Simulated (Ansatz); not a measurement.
Species: [Zr(Cl)(OH)3] (charge 0, multiplicity 1), formula H3ClO3Zr.

How many basis functions does frozen-core CCSD(T)/def2-TZVPP // PBE-D3(BJ)/def2-SVP run with Ansatz (a program for electronic structure) use, how many core orbitals are frozen, and how many electrons are correlated?

233 basis functions and 8 frozen orbitals, which leaves 40 correlated electrons. Core time is of the order of minutes.
